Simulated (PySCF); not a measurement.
Computed shifts of a molecule C5H7Cl, PBE0/pcSseg-1 (PySCF), GIAO, gas phase, equivalent atoms averaged, in ppm (number of nuclei): ¹³C: 89.8 (1), 79.5 (1), 58.1 (1), 33.2 (1), 21.7 (1). ¹H: 3.92 (1), 3.41 (1), 2.71 (1), 2.31 (1), 1.59 (3). References: ¹³C against TMS (σ = 186.3 ppm); ³⁵Cl against HCl (σ = 945.9 ppm); ¹H against TMS (σ = 31.56 ppm), references at their B3LYP-D3(BJ)/def2-TZVP geometries, non-relativistic (without spin–orbit terms, shifts of atoms bonded to Cl or Br come out too high). Geometry: B3LYP-D3(BJ)/def2-SVP. Other conformers were not sampled.

Task: Identify the compound among the candidates.
A) C=C=CCCCl
B) C[C@H]1CC=C1Cl
C) C#C[C@@H](C)CCl
D) ClC[C@@H]1C=CC1

Result: C, C#C[C@@H](C)CCl
